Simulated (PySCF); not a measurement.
A structure optimised at PBE0-D3(BJ)/def2-TZVP, used in a PySCF frequency run:

```
Te
Cl 1 2.3195
Cl 1 2.3195 2 99.16
```

Task: Write its SMILES, formula and point group.

Result: Cl[Te]Cl, Cl2Te, C2v

Task: What are its rotational constants (standard atomic weights)?

Result: 4.9024, 2.2858, 1.5590 GHz
